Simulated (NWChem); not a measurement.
System: WH2S3O; SMILES [O]=[W](=[S])([SH])[SH]

Parts of the log:

```
             Northwest Computational Chemistry Package (NWChem) 7.3.0
             --------------------------------------------------------

 CS  symmetry detected

                             Geometry "geometry" -> ""
                             -------------------------

 Output coordinates in angstroms (scale by  1.889725989 to convert to a.u.)

  No.       Tag          Charge          X              Y              Z
 ---- ---------------- ---------- -------------- -------------- --------------
    1 W                   74.0000    -0.02879634     0.17907755     0.00000000
    2 O                    8.0000     0.03622327     1.89283448     0.00000000
    3 S                   16.0000    -2.06075900    -0.54293125     0.00000000
    4 S                   16.0000     1.06049314    -0.50815900     1.96575900
    5 H                    1.0000     0.43875336    -1.72321312     2.01918800
    6 S                   16.0000     1.06049314    -0.50815900    -1.96575900
    7 H                    1.0000     0.43875336    -1.72321312    -2.01918800

 Effective nuclear repulsion energy (a.u.)    1228.2248370847

      Symmetry information
      --------------------

 Group name             Cs
 Group number              2
 Group order               2
 No. of unique centers     5

                                 NWChem DFT Module
                                 -----------------

 Summary of "ao basis" -> "ao basis" (spherical)
 ------------------------------------------------------------------------------
       Tag                 Description            Shells   Functions and Types
 ---------------- ------------------------------  ------  ---------------------
 W                          def2-svp                12       32   6s3p2d1f
 O                          def2-svp                 6       14   3s2p1d
 S                          def2-svp                 8       18   4s3p1d
 H                          def2-svp                 3        5   2s1p

      Symmetry analysis of basis
      --------------------------

        a'         68
        a"         42

            General Information
            -------------------
          SCF calculation type: DFT
          Wavefunction type:  closed shell.
          No. of atoms     :     7
          No. of electrons :    72
           Alpha electrons :    36
            Beta electrons :    36
          Charge           :     0
          Spin multiplicity:     1
          Use of symmetry is: on ; symmetry adaption is: on
          Maximum number of iterations: 150
          AO basis - number of functions:   110
                     number of shells:    48
          Convergence on energy requested:  1.00D-06
          Convergence on density requested:  1.00D-05
          Convergence on gradient requested:  5.00D-04

              XC Information
              --------------
                      r^2SCAN Method XC Functional
               r^2SCAN metaGGA Exchange Functional  1.000
                     r^2SCAN Correlation Potential  1.000

             Grid Information
             ----------------
          Grid used for XC integration:  xfine
          Radial quadrature: Mura-Knowles
          Angular quadrature: Lebedev.
          Tag              B.-S. Rad. Rad. Pts. Rad. Cut. Ang. Pts.
          ---              ---------- --------- --------- ---------
          W                   1.35      205          10.0      1454
          O                   0.60      100          11.0      1454
          S                   1.00      125          12.0      1454
          H                   0.35      100          12.0      1202
          Grid pruning is: on
          Number of quadrature shells:   655
          Spatial weights used:  Erf1

      Superposition of Atomic Density Guess
      -------------------------------------

 Sum of atomic energies:       -1340.90828373

      Non-variational initial energy
      ------------------------------

 Total energy =   -1334.410986
 1-e energy   =   -2641.070208
 2-e energy   =     917.022477
 HOMO         =      -0.309386
 LUMO         =      -0.033336

      Symmetry analysis of molecular orbitals - initial
      -------------------------------------------------

  Numbering of irreducible representations:

     1 a'          2 a"

  Orbital symmetries:

     1 a'          2 a'          3 a"          4 a'          5 a'
     6 a'          7 a"          8 a'          9 a'         10 a"
    11 a"         12 a'         13 a'         14 a"         15 a'
    16 a"         17 a'         18 a'         19 a'         20 a"
    21 a'         22 a'         23 a"         24 a'         25 a"
    26 a'         27 a'         28 a'         29 a"         30 a'
    31 a'         32 a"         33 a"         34 a'         35 a'
    36 a"         37 a"         38 a'         39 a"         40 a'
    41 a'         42 a'         43 a"         44 a'         45 a'
    46 a"

     ---------------------------------------------
      Total Density - Mulliken Population Analysis
     ---------------------------------------------

    Atom       Charge   Shell Charges
 -----------   ------   -------------------------------------------------------
    1 W   14    11.53   0.04 -0.35  1.80  0.52  0.52  0.08  5.48  0.60  0.20  2.01  0.52  0.11
    2 O    8     9.03   1.99  1.16  0.74  3.15  1.98  0.01
    3 S   16    16.87   2.00  1.99  1.24  0.69  5.94  1.94  3.04  0.02
    4 S   16    16.53   2.00  1.99  1.20  0.65  5.94  1.82  2.90  0.02
    5 H    1     0.75   0.56  0.17  0.03
    6 S   16    16.53   2.00  1.99  1.20  0.65  5.94  1.82  2.90  0.02
    7 H    1     0.75   0.56  0.17  0.03

   convergence    iter        energy       DeltaE   RMS-Dens  Diis-err
 ---------------- ----- ----------------- --------- --------- ---------
 d= 0,ls=0.0,diis     1  -1337.2625508240 -1.73D+03  5.75D-02  3.80D+00
 d= 0,ls=0.0,diis     2  -1327.4066866678  9.86D+00  5.02D-02  5.81D+01
 d= 0,ls=0.0,diis     3  -1337.4811982102 -1.01D+01  1.65D-02  2.06D+00
 d= 0,ls=0.0,diis     4  -1337.5598707884 -7.87D-02  1.14D-02  1.53D+00
 d= 0,ls=0.0,diis     5  -1337.6737440733 -1.14D-01  6.23D-03  6.23D-01
 d= 0,ls=0.0,diis     6  -1337.7733752258 -9.96D-02  9.25D-04  1.30D-02
  Resetting Diis
 d= 0,ls=0.0,diis     7  -1337.7746707443 -1.30D-03  4.34D-04  2.44D-03
 d= 0,ls=0.0,diis     8  -1337.7750089726 -3.38D-04  5.77D-04  5.95D-04
 d= 0,ls=0.0,diis     9  -1337.7738901076  1.12D-03  4.73D-04  1.13D-02
 d= 0,ls=0.0,diis    10  -1337.7750656605 -1.18D-03  7.28D-05  6.02D-05
 d= 0,ls=0.0,diis    11  -1337.7750731392 -7.48D-06  2.59D-05  1.11D-05
 d= 0,ls=0.0,diis    12  -1337.7750747874 -1.65D-06  5.19D-06  3.42D-07
 d= 0,ls=0.0,diis    13  -1337.7750748331 -4.57D-08  2.31D-06  5.12D-08

         Total DFT energy =    -1337.775074833063
      One electron energy =    -2643.331917721934
           Coulomb energy =     1009.732359218953
    Exchange-Corr. energy =      -93.812261100811
 Nuclear repulsion energy =      389.636744770728

 Numeric. integr. density =       72.000000006101

                  Occupations of the irreducible representations
                  ----------------------------------------------

                     irrep           alpha         beta
                     --------     --------     --------
                     a'               23.0         23.0
                     a"               13.0         13.0

                       DFT Final Molecular Orbital Analysis
                       ------------------------------------

 Vector   34  Occ=2.000000D+00  E=-2.937543D-01  Symmetry=a'
              MO Center=  8.9D-02, -1.8D-01, -3.9D-14, r^2= 5.8D+00
   Bfn.  Coefficient  Atom+Function         Bfn.  Coefficient  Atom+Function
  ----- ------------  ---------------      ----- ------------  ---------------
    57      0.292900  3 S  px                77      0.281003  4 S  pz
   100     -0.281003  6 S  pz                36     -0.238461  2 O  px
    54      0.202050  3 S  px                74      0.188889  4 S  pz
    97     -0.188889  6 S  pz                 7      0.183903  1 W  px
    39     -0.180811  2 O  px                75     -0.136667  4 S  px

 Vector   35  Occ=2.000000D+00  E=-2.620603D-01  Symmetry=a'
              MO Center= -1.5D+00, -1.4D-01,  4.4D-13, r^2= 3.2D+00
   Bfn.  Coefficient  Atom+Function         Bfn.  Coefficient  Atom+Function
  ----- ------------  ---------------      ----- ------------  ---------------
    58      0.465363  3 S  py                55      0.350956  3 S  py
    57     -0.270846  3 S  px                36      0.225470  2 O  px
    52      0.199585  3 S  py                54     -0.181738  3 S  px
    39      0.166173  2 O  px                37     -0.158783  2 O  py
     8     -0.129440  1 W  py                40     -0.125619  2 O  py

[...]

                         DFT ENERGY GRADIENTS

    atom               coordinates                        gradient
                 x          y          z           x          y          z
   1 W      -0.054417   0.338407   0.000000    0.002826  -0.008264   0.000000
   2 O       0.068452   3.576939   0.000000    0.000302   0.011744   0.000000
   3 S      -3.894270  -1.025991   0.000000   -0.005715  -0.001946   0.000000
   4 S       2.004041  -0.960281   3.714746    0.003608   0.003609   0.002265
   5 H       0.829124  -3.256401   3.815712   -0.002314  -0.004376   0.000067
   6 S       2.004041  -0.960281  -3.714746    0.003608   0.003609  -0.002265
   7 H       0.829124  -3.256401  -3.815712   -0.002314  -0.004376  -0.000067
```

Level: r2SCAN/def2-SVP with def2 effective core potentials on W. All runs use the structure optimised with PBE-D3(BJ)/def2-SVP. No frequency run checked for a minimum. def2 effective core potentials on W; no spin-orbit coupling.

### Question
Reconstruct the input file.

### Answer
One answer among several that fit: the input that was run:
```
start job
memory heap 200 mb stack 900 mb global 1100 mb
geometry units angstroms noautoz
  W     -0.063966     0.181759     0.000000
  O      0.064787     1.891909     0.000000
  S     -2.121391    -0.464129     0.000000
  S      0.998993    -0.545540    -1.965759
  H      0.332465    -1.736614    -2.019188
  S      0.998993    -0.545540     1.965759
  H      0.332465    -1.736614     2.019188
end
basis spherical
  * library def2-svp
end
ecp
  W library def2-ecp
end
dft
  xc r2scan
  grid xfine
  iterations 150
  mulliken
end
task dft gradient
```
